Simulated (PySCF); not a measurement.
Structure from NMR data

Molecular formula: C$_{6}$H$_{11}$NO$_{2}$Si. Simulated spectra:

1H NMR (300 MHz, computed): δ 7.35 (d, 1H), 6.82 (d, 1H), 5.21 (br, 1H), 4.93 (br, 1H), 4.12 (t, 3H), 2.87 (t, 2H), 0.78 (m, 2H).

13C{1H} NMR (computed): δ 209.6 (C), 165.2 (C), 143.4 (CH), 140.9 (CH), 44.8 (CH2), 4.2 (CH2).

PySCF 2.14 calculation with shielding tensors at PBE0/pcSseg-1 (GIAO) and GFN2-xTB geometry; one averaged value for each set of equivalent atoms, gas phase, a single conformation, non-relativistic.

References, each an isolated molecule treated in the same way: TMS for 1H (31.72 ppm) and 13C (186.93 ppm).

Q: Which candidate is it?
A. CC(C)OC(=O)[SiH2]CC#N
B. NC(=O)/C=C/C(=O)CC[SiH3]
C. CO[Si@H](O)n1cccc1C
D. C=C[C@@H](OC)[C@H](C#N)O[SiH3]
E. CN(C)[Si@@H](O)c1ccoc1
F. CC(C)O[C@@]([SiH3])(C#N)C=O

A: B. 

- The formula gives 3 degrees of unsaturation (no ring in the answer).
- 6 carbon signals for 6 carbons: no two carbons are equivalent.
- Carbon types of the structure: 2 × C, 2 × CH, 2 × CH2, leaving 5 H on heteroatoms.
- δC 209.6: ketone carbonyl carbon; the double bond to the heteroatom, with no lone-pair donor beside it, deshields it most.
- δC 165.2: amide carbonyl carbon; it is a carbonyl in resonance with an O or N lone pair, the region of acids, esters and amides.
- δC 143.4, 140.9: β carbon of a C=C–C=O unit; conjugation with the carbonyl draws π density from the β position.
- δC 44.8: sp3 CH2 α to a carbonyl; the adjacent C=O deshields it moderately.
- δH 0.78: hydrogen on an sp3 CH2 bonded to Si; an electropositive neighbour shields it, as in TMS itself.

The others: CN(C)[Si@@H](O)c1ccoc1 would give 5 carbon signals, not 6; C=C[C@@H](OC)[C@H](C#N)O[SiH3] would give 7 signals for carbon-bound and other non-exchanging H, not 5; CO[Si@H](O)n1cccc1C would give 6 signals for carbon-bound and other non-exchanging H, not 5; CC(C)OC(=O)[SiH2]CC#N would give 5 carbon signals, not 6; CC(C)O[C@@]([SiH3])(C#N)C=O has carbons computed at 205.7, 120.7, 81.6, 73.9, 27.4, 24.5, with a different DEPT pattern.

The OH or NH signal is concentration- and solvent-dependent in practice; the value given is the gas-phase one. Rotation about the amide-type C–N bond is slow at room temperature, so the two groups on nitrogen are listed apart. Shifts are as computed. Against solution values, carbons near 30 ppm lie about +3 ppm off and those near 130 ppm about +5 ppm. Of 1309 compounds with measured shifts, 239 miss one by over three times the rms of a fit or turn the order of signals round; such compounds aren't used in these exercises. The C=O carbon of an acid or of an amide with N–H lies up to 10 ppm further downfield in solution, through hydrogen bonding that the calculation lacks. Multiplicities follow the n + 1 count of equivalent neighbours, as no J values were calculated; m marks all less simple cases, F and P coupling included.
